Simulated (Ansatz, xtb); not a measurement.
# BH9OSi3: which of two isomers lies lower

Structure I: `B[Si@@H](O)[SiH2][SiH3]`, a singlet. Structure II: `B[Si@@H]([SiH3])[SiH2]O`, a singlet. Both are isolated molecules in the gas phase, relaxed with B3LYP/def2-SVP; each stands in its lowest conformer found.

Question: Which of the two would you expect CCSD(T)/def2-SVP + ΔMP2/def2-TZVPP electronic energies to favour?

Answer: Structure II; the calculation gives E(II) − E(I) = −2.3 kcal/mol.

The same difference at several levels:

```
                             level        geometry  E(II) − E(I) (kcal/mol)  departure from the last row (kcal/mol)  job, with rough time for the two
                          GFN2-xTB        GFN2-xTB                      −1.0                                    +1.3              optimisation, 0.23 s
                         HF/STO-3G        GFN2-xTB                      −1.5                                    +0.8              single point, 0.32 s
                r2SCAN-D4/def2-SVP        GFN2-xTB                      −2.7                                    −0.4               single point, 2.5 s
                    B3LYP/def2-SVP  B3LYP/def2-SVP                      −2.1                                    +0.2                optimisation, 83 s
                       HF/def2-SVP  B3LYP/def2-SVP                      −2.1                                    +0.2           part of the CCSD(T) run
                      MP2/def2-SVP  B3LYP/def2-SVP                      −3.7                                    −1.4           part of the CCSD(T) run
                  CCSD(T)/def2-SVP  B3LYP/def2-SVP                      −3.2                                    −0.9                      single point
CCSD(T)/def2-SVP + ΔMP2/def2-TZVPP  B3LYP/def2-SVP                      −2.3                                                        single point, 26 s
```

As drawn, both hold the same kinds of bond in the same numbers.

The levels shown agree on the order. The largest departure from CCSD(T)/def2-SVP + ΔMP2/def2-TZVPP is that of MP2/def2-SVP, 1.4 kcal/mol. A small imaginary or near-zero mode remains, so no thermal terms are given. The last row adds to CCSD(T) the change of the MP2 difference between the two basis sets, here +0.9 kcal/mol.

The correlated steps freeze 17 core orbitals. Codes used: Ansatz 0.2.0, xtb 6.7.1; the last row on 2 threads of Intel(R) Xeon(R) 6975P-C (Granite Rapids) on a shared host.
